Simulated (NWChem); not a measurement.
System: C$_{3}$H$_{3}$NOSi; SMILES C#C[SiH2]OC#N

Here is an NWChem input.

```
start job
memory heap 200 mb stack 900 mb global 1100 mb
geometry units angstroms noautosym nocenter noautoz
  C      1.364370    -2.398877    -0.078120
  C      0.404974    -1.654077    -0.009509
  Si    -1.024526    -0.536691     0.106589
  O     -0.583174     1.002140    -0.511548
  C      0.324901     1.785117    -0.067106
  N      1.138504     2.522016     0.312776
  H      2.215621    -3.055496    -0.139456
  H     -1.443639    -0.356650     1.518745
  H     -2.129813    -0.951496    -0.784183
end
basis spherical
  * library 6-31g*
end
dft
  xc pbe0
  iterations 150
end
cosmo
  do_cosmo_smd true
  solvent water
end
task dft energy
```

All runs use the structure optimised with PBE0/def2-SVP. Solvent: water.

Level: PBE0/6-31G* with SMD (1 M gas to 1 M solution), gas-phase geometry. Reactions with the solvent are ignored.

Question: What results follow from this input? (PBE0/6-31G* (spherical d), SMD on the gas-phase geometry.) Quantities: solvation free energy (kcal/mol); cavity-dispersion-structure term (kcal/mol); dipole in solution (D).

Answer: The solvation free energy (kcal/mol) comes out as -0.9 and the cavity-dispersion-structure term (kcal/mol) comes out as 8.1. The dipole in solution (D) is 6.02.
